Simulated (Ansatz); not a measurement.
WO2F2. The state is a singlet with charge 0. Geometry PBE-D4/def2-SVP.

```xyz
5

W     0.0139   -0.0035    0.0143
O    -1.6611    0.2814    0.2462
O     0.2638    0.0715   -1.6806
F     0.4106   -1.7374    0.5995
F     0.9728    1.3880    0.8207
```

In the def2 sets W takes a core potential; there is no spin–orbit coupling. LC-ωPBE has ω = 0.4 bohr⁻¹.

Question: Estimate the orbital energies around the gap (eV) in Ansatz with PBE-D4/def2-SVP, r2SCAN-D4/def2-TZVP, r2SCANh-D4/def2-TZVP, PBE0-D4/def2-TZVP, LC-ωPBE/def2-TZVP.

Answer: 
| orbital | PBE-D4/def2-SVP | r2SCAN-D4/def2-TZVP | r2SCANh-D4/def2-TZVP | PBE0-D4/def2-TZVP | LC-ωPBE/def2-TZVP |
| --- | --- | --- | --- | --- | --- |
| HOMO−13 | -23.40 | -25.20 | -26.27 | -26.97 | -29.71 |
| HOMO−12 | -23.12 | -24.92 | -25.98 | -26.67 | -29.35 |
| HOMO−11 | -12.75 | -13.44 | -14.22 | -15.02 | -18.01 |
| HOMO−10 | -12.68 | -13.38 | -14.16 | -14.95 | -17.94 |
| HOMO−9 | -11.96 | -12.59 | -13.38 | -14.20 | -17.31 |
| HOMO−8 | -11.87 | -12.52 | -13.30 | -14.11 | -17.19 |
| HOMO−7 | -11.64 | -12.32 | -13.10 | -13.90 | -16.92 |
| HOMO−6 | -10.97 | -11.72 | -12.50 | -13.28 | -16.21 |
| HOMO−5 | -10.69 | -11.23 | -11.94 | -12.68 | -15.67 |
| HOMO−4 | -10.02 | -10.66 | -11.36 | -12.08 | -14.89 |
| HOMO−3 | -9.45 | -9.97 | -10.61 | -11.27 | -14.10 |
| HOMO−2 | -9.32 | -9.86 | -10.51 | -11.19 | -13.95 |
| HOMO−1 | -9.07 | -9.59 | -10.20 | -10.83 | -13.66 |
| HOMO | -8.04 | -8.55 | -9.17 | -9.82 | -12.54 |
| LUMO | -3.42 | -3.52 | -3.25 | -2.85 | -0.51 |
| LUMO+1 | -3.12 | -3.14 | -2.84 | -2.42 | -0.04 |
| LUMO+2 | -2.15 | -2.16 | -1.85 | -1.42 | 0.96 |
| LUMO+3 | -1.76 | -1.51 | -1.24 | -1.07 | 1.00 |
| LUMO+4 | -0.95 | -1.07 | -0.81 | -0.54 | 1.67 |
| LUMO+5 | -0.91 | -0.83 | -0.60 | -0.42 | 1.81 |
